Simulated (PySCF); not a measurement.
Molfile (atoms numbered from 1):
```
C6H11NO2Si
     RDKit          3D

 21 21  0  0  0  0  0  0  0  0999 V2000
    3.8848   -0.4617    0.1716 C   0  0  0  0  0  0  0  0  0  0  0  0
    2.4966   -0.3885    0.3170 O   0  0  0  0  0  0  0  0  0  0  0  0
    1.4978    0.7021   -0.3149 Si  0  0  1  0  0  4  0  0  0  0  0  0
    1.7178    0.7661   -1.9236 O   0  0  0  0  0  0  0  0  0  0  0  0
   -0.0752    0.0872    0.1005 N   0  0  0  0  0  0  0  0  0  0  0  0
   -0.3970   -0.8023    1.0887 C   0  0  0  0  0  0  0  0  0  0  0  0
   -1.7482   -0.9413    1.1534 C   0  0  0  0  0  0  0  0  0  0  0  0
   -2.3082   -0.0887    0.1642 C   0  0  0  0  0  0  0  0  0  0  0  0
   -3.7601    0.0900   -0.1250 C   0  0  0  0  0  0  0  0  0  0  0  0
   -1.2545    0.5209   -0.4491 C   0  0  0  0  0  0  0  0  0  0  0  0
    4.1702   -0.3706   -0.8771 H   0  0  0  0  0  0  0  0  0  0  0  0
    4.2103   -1.4282    0.5570 H   0  0  0  0  0  0  0  0  0  0  0  0
    4.3683    0.3369    0.7386 H   0  0  0  0  0  0  0  0  0  0  0  0
    1.6785    2.0388    0.2516 H   0  0  0  0  0  0  0  0  0  0  0  0
    1.0736    1.1587   -2.5047 H   0  0  0  0  0  0  0  0  0  0  0  0
    0.3804   -1.2687    1.6584 H   0  0  0  0  0  0  0  0  0  0  0  0
   -2.2967   -1.5766    1.8214 H   0  0  0  0  0  0  0  0  0  0  0  0
   -3.9005    0.7396   -0.9856 H   0  0  0  0  0  0  0  0  0  0  0  0
   -4.2681    0.5325    0.7319 H   0  0  0  0  0  0  0  0  0  0  0  0
   -4.2288   -0.8714   -0.3309 H   0  0  0  0  0  0  0  0  0  0  0  0
   -1.2497    1.2421   -1.2440 H   0  0  0  0  0  0  0  0  0  0  0  0
  1  2  1  0
  2  3  1  0
  3  4  1  0
  3  5  1  0
  5  6  1  0
  6  7  2  0
  7  8  1  0
  8  9  1  0
  8 10  2  0
 10  5  1  0
  1 11  1  0
  1 12  1  0
  1 13  1  0
  3 14  1  1
  4 15  1  0
  6 16  1  0
  7 17  1  0
  9 18  1  0
  9 19  1  0
  9 20  1  0
 10 21  1  0
M  END
```

Method: σ from GIAO-PBE0/pcSseg-1, geometry from GFN2-xTB, in PySCF 2.14.0 with density-fitted response routines (fast rotation and ring inversion assumed for equivalent nuclei, one computed conformer, no solvent model, non-relativistic Hamiltonian).

References, each an isolated molecule treated in the same way: TMS for 13C (σ = 186.93 ppm) and 1H (σ = 31.72 ppm) and 29Si (σ = 349.16 ppm); 17O (σ = 336.08 ppm) vs H2O; NH3 for 15N (σ = 267.73 ppm).

| atoms | nucleus | count | δ (ppm) |
| --- | --- | --- | --- |
| H11/H12/H13 | 1H | 3 | 4.08 |
| C7 | 13C | 1 | ? |
| H17 | 1H | 1 | 6.38 |
| H15 | 1H | 1 | ? |
| C10 | 13C | 1 | 117.7 |
| Si3 | 29Si | 1 | -54.7 |
| H16 | 1H | 1 | ? |
| C8 | 13C | 1 | 129.2 |
| H14 | 1H | 1 | ? |
| O4 | 17O | 1 | 52.3 |
| H21 | 1H | 1 | 6.09 |
| O2 | 17O | 1 | 22.2 |
| N5 | 15N | 1 | 185.1 |
| C1 | 13C | 1 | 51.9 |
| C9 | 13C | 1 | 14.5 |
| C6 | 13C | 1 | 127.5 |
| H18/H19/H20 | 1H | 3 | ? |

Task: Estimate the values marked ?.

Result: 
- C7: 117.3 ppm, aromatic CH
- H16: 6.83 ppm, hydrogen on an aromatic CH next to a ring nitrogen; it sits in the deshielding region of the aromatic ring current
- H14: 5.19 ppm, hydrogen on a silicon bonded to N, 2 O
- H15: 2.33 ppm, hydrogen on an oxygen bonded to Si; exchangeable, gas-phase position
- H18/H19/H20: 2.28 ppm, hydrogen on a methyl carbon on an aromatic ring; benzylic-type position, deshielded by the ring

OH and NH positions are those of a molecule without intermolecular hydrogen bonds; in solution they move with solvent, concentration and temperature, and exchange usually removes their couplings. Shifts are as computed. Against solution values, carbons near 30 ppm lie about +3 ppm off and those near 130 ppm about +5 ppm. Of 1211 compounds with measured shifts, 218 miss one by over three times the rms of a fit or turn the order of signals round; such compounds aren't used in these exercises. Experimental scales use liquid or dissolved standards, which lie at an offset from isolated NH3 (liquid NH3: subtract about 20 ppm) and H2O (liquid H2O: subtract about 36 ppm). Unscaled 15N shifts of sp2 nitrogen come out 20 to 40 ppm too high even then.
